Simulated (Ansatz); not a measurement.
Consider the formal hydrolysis of a B–Ge bond: `[SiH3][GeH2][B](Cl)Cl` + H₂O → `OB(Cl)Cl` + `[SiH3][GeH3]`.

Computed with Ansatz on PBE0-D4/def2-TZVP structures; ΔE is electronic, products minus reactants. CBS: MP2 limit from def2 TZ/QZ plus the TZ coupled-cluster correction, frozen cores. This one scheme is used for every species. Functionals use def2-TZVPP. B3LYP here is the variant with VWN-RPA as its local correlation; programs differ in this. For Ge outer-core shells are correlated without core-valence functions, which leaves a few kJ/mol of doubt a bond. Scalar relativity is left out up to krypton. Each species was taken in one conformer, which may not be the lowest.

`[SiH3][GeH2][B](Cl)Cl`:

Z-matrix (Å, degrees):
```
Si
Ge 1 2.385
H 1 1.486 2 109.6
H 1 1.486 2 110.5 3 -120.3
H 1 1.486 2 109.6 3 119.5
B 2 2.060 1 107.7 3 -59.4
H 2 1.538 1 109.3 3 -179.7
H 2 1.538 1 109.3 3 60.9
Cl 6 1.743 2 120.7 1 88.7
Cl 6 1.743 2 120.6 1 -87.8
```

H₂O:

```xyz
3

O    -0.294    0.184    0.176
H    -0.098    0.161   -0.763
H     0.393   -0.345    0.587
```

`OB(Cl)Cl`:

Cartesian coordinates in Å:
```
O 0.060 0.903 0.613
B 0.110 -0.101 -0.274
Cl 1.038 0.114 -1.737
Cl -0.737 -1.618 0.010
H -0.472 0.701 1.388
```

`[SiH3][GeH3]`:

Cartesian coordinates in Å:
```
Si -0.970 0.500 -0.500
Ge 0.952 -0.491 0.491
H -2.205 -0.081 0.089
H -0.975 0.253 -1.966
H -0.968 1.967 -0.261
H 0.971 -0.234 2.007
H 2.237 0.097 -0.116
H 0.959 -2.011 0.258
```

```tsv
level	ΔE (kJ/mol)	difference from CCSD(T)/CBS
PBE-D4	-123.1	-0.6
r2SCAN-D4	-135.2	-12.7
PBE0-D4	-127.6	-5.1
B3LYP-D4	-133.9	-11.4
ωB97X-V	-136.5	-14.0
ωB97M-V	-137.3	-14.8
B2PLYP	-138.5	-16.0
PBE	-128.8	-6.3
r2SCAN	-137.1	-14.6
PBE0	-133.2	-10.7
B3LYP	-143.1	-20.6
HF/def2-TZVPP	-159.5	-37.0
MP2/def2-TZVPP	-127.3	-4.8
SCS-MP2/def2-TZVPP	-132.9	-10.4
CCSD/def2-TZVPP	-133.7	-11.2
CCSD(T)/def2-TZVPP	-129.6	-7.1
HF/def2-QZVPP	-160.6	-38.1
MP2/def2-QZVPP	-123.6	-1.1
SCS-MP2/def2-QZVPP	-129.9	-7.4
HF/CBS(def2)	-160.7	-38.2
MP2/CBS(def2)	-120.2	2.3
CCSD/CBS(def2)	-126.6	-4.1
CCSD(T)/CBS	-122.5	0
```

Largest T1 diagnostic among the species: 0.013.

In def2-TZVPP, CCSD(T) changes the Hartree–Fock value by +29.9 kJ/mol (the triples alone add +4.1 kJ/mol) and MP2 by +32.2 kJ/mol. The D4 term adds +9.2 kJ/mol with B3LYP and +5.5 kJ/mol with PBE0; it sums over pairs of atoms, weighted by their polarisabilities, and B3LYP, whose exchange is more repulsive, gets the larger term.
